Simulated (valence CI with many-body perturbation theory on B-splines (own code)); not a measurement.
Nd³⁺: calculation against measured levels

Level of theory: configuration interaction combined with many-body perturbation theory (CI+MBPT): three valence electrons over a frozen Dirac-Fock core [Xe], radial functions for each j: 8 s, 8 p, 9 d, 9 f, 6 g, 3 h, 2 i, with the one-electron correlation potential Σ1 (screened to all orders), the two-electron term Σ2, the three-electron term Σ3, Breit, model QED; the open f shell's mean field enters the energy denominators; selected single and double excitations, second order for the rest, scaled by the run's own slope (own B-spline code, finite nucleus).

Against 32 measured levels this calculation errs by 185 cm⁻¹ on average and by 445 at most. These come from a selection out of Arab et al., J. Quant. Spectrosc. Radiat. Transfer 229, 145 (2019) and Gaigalas et al. (2019), from Wyart et al. (2007). Levels without a partner in it may be off by more, other configurations by several thousand cm⁻¹.

Measured levels: measured levels as listed in Arab et al., J. Quant. Spectrosc. Radiat. Transfer 229, 145 (2019) and Gaigalas et al. (2019), from Wyart et al. (2007). Pairs share parity and J, and are chosen by configuration, term and nearness in energy; levels without a clear partner are left out. Energies in cm⁻¹ above the measured ground level. The last column is blank where CI alone has no clear partner.

Names give the largest LS component (configuration and term), which can be under half, so a name can repeat, a term be missing and a line seem to break the LS rules; names also repeat where a configuration has a term twice. Letters in brackets count levels of one name in rising energy.

```tsv
Computed label	Label in the source	Measured	Computed	Difference	CI alone, difference
4f3 4I°_9/2	4f3 4I°	0	0.0	0	0
4f3 4I°_11/2	4f3 4I°	1897.1	1940.7	+44	-460
4f3 4I°_13/2	4f3 4I°	3907.4	3992.1	+85	-920
4f3 4I°_15/2	4f3 4I°	5988.5	6111.3	+123	-1367
4f3 4F°_3/2	4f3 4F°	11698.5	11773.9	+75	-1083
4f3 4F°_5/2	4f3 4F°	12747.9	12851.1	+103	-1353
4f3 2H°_9/2 [a]	4f3 2H°2	12800.3	12754.0	-46	-2642
4f3 4F°_7/2	4f3 4F°	13719.8	13830.0	+110	-1641
4f3 4S°_3/2	4f3 4S°	13792.5	14030.1	+238	-1966
4f3 4F°_9/2	4f3 4F°	14994.9	15107.0	+112	-2092
4f3 2H°_11/2 [a]	4f3 2H°2	16161.5	16169.5	+8	-3545
4f3 2G°_7/2 [a]	4f3 2G°2	17655.1	17717.6	+63	-3243
4f3 4G°_5/2	4f3 4G°	17707.2	17946.9	+240	-1564
4f3 4G°_7/2	4f3 4G°	19540.8	19728.7	+188	-2281
4f3 4G°_9/2	4f3 4G°	19969.8	20182.4	+213	
4f3 2K°_13/2	4f3 2K°	20005.2	19821.1	-184	-2493
4f3 2G°_9/2 [a]	4f3 2G°2	21493.4	21631.2	+138	
4f3 2K°_15/2	4f3 2K°	22043.8	21891.6	-152	-2875
4f3 4G°_11/2	4f3 4G°	22047.4	22352.4	+305	-2469
4f3 2D°_5/2 [a]	4f3 2D°1	24333.1	24516.5	+183	-4554
4f3 4D°_5/2	4f3 4D°	29190.9	29553.2	+362	-3031
4f3 2I°_11/2	4f3 2I°	30179.9	30063.6	-116	-2998
4f3 2L°_15/2	4f3 2L°	31036	30742.1	-294	-2055
4f3 4D°_7/2	4f3 4D°	31355.0	31800.5	+445	-3290
4f3 2I°_13/2	4f3 2I°	31582.8	31510.8	-72	-3388
4f3 2L°_17/2	4f3 2L°	32563.6	32286.4	-277	-2220
4f3 2H°_9/2 [b]	4f3 2H°1	33741.2	33623.2	-118	-3157
4f3 2D°_3/2 [b]	4f3	34275.2	34633.0	+358	-4919
4f3 2H°_11/2 [b]	4f3 2H°1	35136.6	35082.3	-54	-3532
4f3 2D°_5/2 [b]	4f3 2D°2	35213.9	35553.3	+339	-5162
4f3 2F°_5/2 [a]	4f3 2F°2	39568.4	39936.7	+368	-7182
4f3 2F°_7/2 [a]	4f3 2F°2	41012.7	41371.7	+359	-7352
4f3 2G°_9/2 [b]	4f3 2G°1	49172.4	49328.6	+156	-4902
```

Over 32 excited levels the mean absolute difference is 185 cm⁻¹, the median 154 and the largest 445. For the 30 levels that pair on every rung the mean is CI alone 2991, + Σ1 665, + Σ2 292, + Σ3 290, + Breit 178, + QED 186. The comparison draws on a selection of the measured levels: 33 of the 77 computed ones have a partner in it, and others may be off by more.
